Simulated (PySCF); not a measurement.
NaI and its ions

RHF; Na aug-cc-pVDZ, I aug-cc-pVDZ-PP with ECP28; scalar-relativistic core potentials (PySCF 2.14). Neutral (RHF): singlet (closed shell), Re = 2.779 Å, ωe = 246 cm⁻¹, De = 2.44 eV, HOMO -8.18 eV, LUMO -0.66 eV.

NaI⁺ (UHF): doublet (π ↑), Re = 3.214 Å, ωe = 121 cm⁻¹, De = 0.39 eV to Na⁺ + I. The energies at the minima are -456.59649 hartree for NaI and -456.33912 for NaI⁺.

(1) Work out the adiabatic ionisation energy, without and with harmonic zero-point energies (1 hartree = 27.2114 eV, 1 eV = 8065.5 cm⁻¹), and the change of the bond length.

NaI⁻ (UHF): doublet (σ ↑), Re = 2.997 Å, ωe = 164 cm⁻¹. The energies at the minima are -456.59649 hartree for NaI and -456.62613 for NaI⁻.

(2) Work out the adiabatic electron affinity, without and with harmonic zero-point energies (1 hartree = 27.2114 eV, 1 eV = 8065.5 cm⁻¹), and the change of the bond length.

Spin–orbit coupling is left out, which matters for elements this heavy, above all for dissociation energies. For an ion De counts to the pair picked by the measured ionisation energies or electron affinities, which need not be the lowest pair at this level. Where the molecule has an RHF reference, its open-shell atoms are computed with UHF. Hartree–Fock leaves out correlation, which carries a large part of most bond energies and some tenths to 1 eV of ionisation energies. States were picked by a PBE0 search and need not be the measured ground states.

Neutral and ion stand on different kinds of reference determinant, which adds to the error of the difference.

Results:

(1) At HF: 0.25737 hartree = 7.003 eV between the minima; the zero-point term (121.0 − 246.0)/2 cm⁻¹ = -0.008 eV makes it 6.996 eV. Re changes by +43.5 pm against the neutral. Minus the HOMO energy is 8.18 eV, +1.18 eV from the value between the minima; Hartree–Fock orbital energies leave out relaxation and correlation. The electron leaves a π orbital, and the ion is left as a loose complex of an ion and an atom.

(2) At HF: 0.02964 hartree = 0.807 eV between the minima; the zero-point term (246.0 − 164.0)/2 cm⁻¹ = +0.005 eV makes it 0.812 eV. Re changes by +21.8 pm against the neutral. The electron enters a σ orbital; in so polar a molecule the change of length follows mostly from the change of the ionic charges.
